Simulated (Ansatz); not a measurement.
The Cd1–H2 bond of CdH3N (SMILES [NH2][CdH]) is stretched (multiplicity 1, the rest rigid).
Geometry at rest (charge 0, multiplicity 1):
| atom | x (Å) | y (Å) | z (Å) |
|---|---|---|---|
| Cd | -0.1932 | -0.0408 | -0.2275 |
| H | -1.2093 | -0.2364 | -1.5204 |
| N | 1.1617 | 0.2684 | 1.2504 |
| H | 1.4991 | -0.5755 | 1.6986 |
| H | 0.8497 | 0.8903 | 1.9872 |

Frozen-core correlation.

Programs: Ansatz (Gaussian basis) for Hartree–Fock, density functionals and correlated methods. Each number belongs to the level named beside it. In def2 rows elements past Kr take small-core potentials, without spin–orbit coupling.

Energies above the point at 1.656 Å (the B3LYP-D3(BJ) bond length), FIC-MRCISD+Q on CASSCF(2,2)/def2-TZVPP (kcal/mol): 5.03 at 1.490 Å; 3.31 at 1.822 Å; 75.01 at 5.299 Å.

Task: Take the last value as the depth D of a Morse curve D(1 − e^(−a(R − R₀)))², fit a and R₀ to the two near points, and test it at 2.236 and 2.898 Å.

Result: 
With D = 75.0, both near points (counted from the curve's value at 1.656 Å) are met by a = 1.41 Å⁻¹ and R₀ = 1.654 Å, so k = 2Da² = 297 kcal/(mol Å²). The curve then gives 23.4 and 51.2 kcal/mol; the level itself gives 24.1 and 55.1, so Morse is off by -0.6 and -3.8.

Ansatz is a first-principles code.
